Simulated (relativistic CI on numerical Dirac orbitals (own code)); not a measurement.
**Ru³⁴⁺: computed level list**

Computed by Dirac-Coulomb-Breit CI, KLI orbitals optimised for each configuration, a model potential for QED, unscaled Slater integrals (own radial code, finite nucleus).

Configurations in the expansion (outside the closed core 1s2): 2s2 2p6, 2s2 2p5 3s, 2s2 2p5 3p, 2s2 2p5 3d, 2s 2p6 3s, 2s 2p6 3p, 2s 2p6 3d, 2s2 2p5 4s, 2s2 2p5 4p, 2s2 2p5 4d, 2s2 2p5 4f, 2s 2p6 4s, 2s 2p6 4p, 2s 2p6 4d, 2s2 2p4 3s2, 2s 2p6 4f, 2s2 2p5 5s, 2s2 2p5 5p, 2s2 2p4 3s 3p, 2s2 2p5 5d, 2s2 2p5 5f, 2s2 2p5 5g, 2s2 2p4 3p2, 2s2 2p4 3s 3d, 2s2 2p4 3p 3d, 2s 2p5 3s2, 2s2 2p4 3d2, 2s 2p5 3s 3p, 2s 2p6 5s, 2s 2p5 3p2, 2s 2p6 5p, 2s 2p5 3s 3d, 2s 2p6 5d, 2s 2p6 5f, 2s 2p6 5g, 2s 2p5 3p 3d. Levels of other configurations are missing.

| No. | Configuration | Term | J | E (10³ cm⁻¹) | % | Next component (%) | Landé g |
| --- | --- | --- | --- | --- | --- | --- | --- |
| 41 | 2s2 2p5 4p | 3D | 2 | 29337.6 | 51 | 33 1D | 1.155 |
| 42 | 2s2 2p5 4p | 3D | 3 | 29443.2 | 100 |  | 1.327 |
| 43 | 2s2 2p5 4p | 1P | 1 | 29444.8 | 60 | 29 3S | 1.241 |
| 44 | 2s2 2p5 4p | 3P | 2 | 29461.7 | 67 | 33 1D | 1.330 |
| 45 | 2s2 2p5 4p | 1S | 0 | 29539.1 | 61 | 39 3P |  |
| 46 | 2s2 2p5 4d | 3P° | 0 | 29697.1 | 100 |  |  |
| 47 | 2s2 2p5 4d | 3P° | 1 | 29708.5 | 77 | 23 3D° | 1.263 |
| 48 | 2s2 2p5 4d | 3F° | 3 | 29718.7 | 55 | 38 1F° | 1.064 |
| 49 | 2s2 2p5 4d | 3D° | 2 | 29726.3 | 59 | 21 3P° | 1.152 |
| 50 | 2s2 2p5 4d | 3F° | 4 | 29736.3 | 100 |  | 1.245 |
| 51 | 2s2 2p5 4d | 1D° | 2 | 29746.2 | 60 | 31 3P° | 1.120 |
| 52 | 2s2 2p5 4d | 3D° | 3 | 29760.5 | 70 | 29 1F° | 1.229 |
| 53 | 2s2 2p5 4d | 1P° | 1 | 29810.1 | 63 | 29 3D° | 0.902 |
| 54 | 2s2 2p5 4f | 3D | 1 | 29885.3 | 100 |  | 0.504 |
| 55 | 2s2 2p5 4f | 3G | 4 | 29888.9 | 51 | 48 1G | 1.024 |
| 56 | 2s2 2p5 4f | 3D | 2 | 29893.1 | 72 | 27 3F | 1.029 |
| 57 | 2s2 2p5 4f | 3G | 5 | 29898.8 | 100 |  | 1.196 |
| 58 | 2s2 2p5 4f | 3F | 3 | 29899.9 | 57 | 21 3G | 1.019 |
| 59 | 2s2 2p5 4f | 1D | 2 | 29905.3 | 66 | 28 3F | 0.918 |
| 60 | 2s2 2p5 4f | 1F | 3 | 29907.8 | 52 | 37 3D | 1.114 |
| 61 | 2s2 2p5 4f | 3F | 4 | 29912.0 | 73 | 19 1G | 1.183 |
| 62 | 2s2 2p5 4s | 3P° | 0 | 30187.9 | 100 |  |  |
| 63 | 2s2 2p5 4s | 3P° | 1 | 30193.8 | 66 | 34 1P° | 1.321 |
| 64 | 2s2 2p5 4p | 3D | 1 | 30419.7 | 74 | 23 1P | 0.658 |
| 65 | 2s2 2p5 4p | 3P | 0 | 30481.3 | 61 | 39 1S |  |
| 66 | 2s2 2p5 4p | 3P | 1 | 30534.4 | 51 | 28 3S | 1.491 |
| 67 | 2s2 2p5 4p | 3D | 2 | 30538.8 | 49 | 34 1D | 1.162 |
| 68 | 2s2 2p5 4d | 3F° | 2 | 30803.6 | 74 | 21 1D° | 0.763 |
| 69 | 2s2 2p5 4d | 3P° | 2 | 30831.2 | 46 | 37 3D° | 1.283 |
| 70 | 2s2 2p5 4d | 3F° | 3 | 30837.3 | 43 | 34 1F° | 1.108 |
| 71 | 2s2 2p5 4d | 3D° | 1 | 30844.8 | 48 | 37 1P° | 0.835 |
| 72 | 2s2 2p5 4f | 3G | 3 | 30981.2 | 73 | 19 1F | 0.821 |
| 73 | 2s2 2p5 4f | 3F | 2 | 30985.1 | 45 | 33 1D | 0.886 |
| 74 | 2s2 2p5 4f | 3G | 4 | 30993.5 | 41 | 33 1G | 1.081 |
| 75 | 2s2 2p5 4f | 3D | 3 | 30993.9 | 54 | 30 3F | 1.201 |
| 76 | 2s 2p6 4s | 3S | 1 | 32092.3 | 100 |  | 1.993 |
| 77 | 2s 2p6 4s | 1S | 0 | 32133.0 | 100 |  |  |
| 78 | 2s 2p6 4p | 3P° | 0 | 32328.8 | 100 |  |  |
| 79 | 2s 2p6 4p | 3P° | 1 | 32331.3 | 71 | 28 1P° | 1.349 |
| 80 | 2s 2p6 4p | 3P° | 2 | 32437.2 | 95 | 5 2s2 2p5 5s 3P° | 1.495 |
| 81 | 2s 2p6 4p | 1P° | 1 | 32451.4 | 71 | 29 3P° | 1.144 |
| 82 | 2s2 2p5 5s | 3P° | 2 | 32540.2 | 95 | 5 2s 2p6 4p 3P° | 1.492 |
| 83 | 2s2 2p5 5s | 1P° | 1 | 32542.1 | 66 | 33 3P° | 1.155 |
| 84 | 2s2 2p5 5p | 3D | 2 | 32651.2 | 48 | 33 1D | 1.149 |
| 85 | 2s2 2p5 5p | 3P | 1 | 32652.3 | 48 | 36 3S | 1.552 |
| 86 | 2s2 2p5 5p | 3D | 3 | 32700.1 | 80 | 20 2s 2p6 4d 3D | 1.328 |
| 87 | 2s 2p6 4d | 3D | 1 | 32701.6 | 69 | 16 2s2 2p5 5p 1P | 0.755 |
| 88 | 2s 2p6 4d | 3D | 2 | 32712.4 | 49 | 34 2s2 2p5 5p 3P | 1.249 |
| 89 | 2s2 2p5 5p | 1P | 1 | 32712.6 | 44 | 29 2s 2p6 4d 3D | 1.012 |
| 90 | 2s 2p6 4d | 3D | 2 | 32716.9 | 39 | 33 2s2 2p5 5p 3P | 1.228 |
| 91 | 2s 2p6 4d | 3D | 3 | 32739.1 | 80 | 20 2s2 2p5 5p 3D | 1.329 |
| 92 | 2s2 2p5 5p | 1S | 0 | 32754.2 | 64 | 36 3P |  |
| 93 | 2s 2p6 4d | 1D | 2 | 32760.4 | 89 | 7 3D | 1.020 |
| 94 | 2s2 2p5 5d | 3P° | 0 | 32832.8 | 100 |  |  |
| 95 | 2s2 2p5 5d | 3P° | 1 | 32838.2 | 76 | 24 3D° | 1.251 |
| 96 | 2s2 2p5 5d | 3F° | 3 | 32842.1 | 53 | 39 1F° | 1.061 |
| 97 | 2s2 2p5 5d | 3D° | 2 | 32846.2 | 59 | 18 3P° | 1.136 |
| 98 | 2s2 2p5 5d | 3F° | 4 | 32852.0 | 100 |  | 1.245 |
| 99 | 2s2 2p5 5d | 1D° | 2 | 32856.7 | 58 | 33 3P° | 1.135 |
| 100 | 2s2 2p5 5d | 3D° | 3 | 32862.8 | 69 | 25 1F° | 1.228 |
| 101 | 2s 2p6 4f | 3F° | 2 | 32864.8 | 84 | 16 2s2 2p5 5g 3F° | 0.667 |
| 102 | 2s 2p6 4f | 3F° | 3 | 32871.6 | 84 | 9 2s2 2p5 5g 3F° | 1.069 |
| 103 | 2s 2p6 4f | 1F° | 3 | 32880.3 | 79 | 10 2s2 2p5 5g 1F° | 1.004 |
| 104 | 2s 2p6 4f | 3F° | 4 | 32882.4 | 90 | 5 2s2 2p5 5g 3F° | 1.236 |
| 105 | 2s2 2p5 5d | 1P° | 1 | 32887.8 | 65 | 26 3D° | 0.916 |
| 106 | 2s2 2p5 5f | 3D | 1 | 32926.8 | 99 | 1 2s 2p6 4d 3D | 0.505 |
| 107 | 2s2 2p5 5f | 3G | 4 | 32927.1 | 51 | 47 1G | 1.025 |
| 108 | 2s2 2p5 5f | 3D | 2 | 32930.3 | 67 | 32 3F | 1.003 |
| 109 | 2s2 2p5 5f | 3G | 5 | 32932.0 | 100 |  | 1.196 |
| 110 | 2s2 2p5 5f | 3F | 3 | 32932.5 | 53 | 22 3G | 1.005 |

Energies count from the lowest computed level; ° marks odd parity.

The mean weight of the leading LS term, summed over parents, in these 70 levels is 70 %, and that of the leading jj configuration (from the same eigenvectors) 93 %, so jj coupling describes them better and the LS labels are nominal.

At this charge energies of transitions that change n are usually good to better than 1 %, and those within a shell (Δn = 0) to a few per cent.

LS names give the leading component of a level, which can be under half, so a name can repeat, a term be missing and a line seem to break the LS rules.
